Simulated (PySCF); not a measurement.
# Structure from NMR data

The spectra below were simulated for a compound C4H11NO2Si.

1H NMR (600 MHz, computed): δ 5.14 (s, 2H), 2.60 (s, 6H), 2.15 (s, 3H).

13C{1H} NMR (computed): δ 176.2 (C), 38.0 (CH3), 24.4 (CH3).

Method: geometry: GFN2-xTB, GIAO PBE0/pcSseg-1 shieldings, in PySCF 2.14.0 with density-fitted response routines (no relativistic terms, one computed conformer, in vacuum, fast rotation and ring inversion assumed for equivalent nuclei).

Shifts are taken against calculated references (same method and geometry level): 1H (σref 31.72), 13C (σref 186.93) vs TMS.

Which of these isomers gave the spectra?
A. C/N=C/[SiH](OC)OC
B. CC(=O)O[SiH2]N(C)C
C. NC[SiH]1OCCCO1

## Answers

B. 

- Rings plus π bonds: 1 (no ring in the answer).
- 3 carbon signals for 4 carbons: some carbons are equivalent by symmetry or fast rotation.
- Carbon types of the structure: 1 × C, 3 × CH3, leaving 2 H on heteroatoms.
- δC 176.2: carbonyl carbon.
- δC 38.0: methyl carbon bonded to N; deshielded by the electronegative neighbour.
- δC 24.4: methyl carbon α to a carbonyl; the adjacent C=O deshields it moderately.
- δH 2.60: hydrogen on a methyl carbon bonded to N; its carbon carries N, which withdraws density.
- δH 2.15: hydrogen on a methyl carbon α to a carbonyl; α to C=O.

The others: NC[SiH]1OCCCO1 would give 6 signals for carbon-bound and other non-exchanging H, not 3; C/N=C/[SiH](OC)OC would give 4 signals for carbon-bound and other non-exchanging H, not 3.

Shifts are as computed. Against solution values, carbons near 30 ppm lie about +3 ppm off and those near 130 ppm about +5 ppm. Of 1211 compounds with measured shifts, 218 miss one by over three times the rms of a fit or turn the order of signals round; such compounds aren't used in these exercises. Multiplicities follow the n + 1 count of equivalent neighbours, as no J values were calculated; m marks all less simple cases, F and P coupling included.
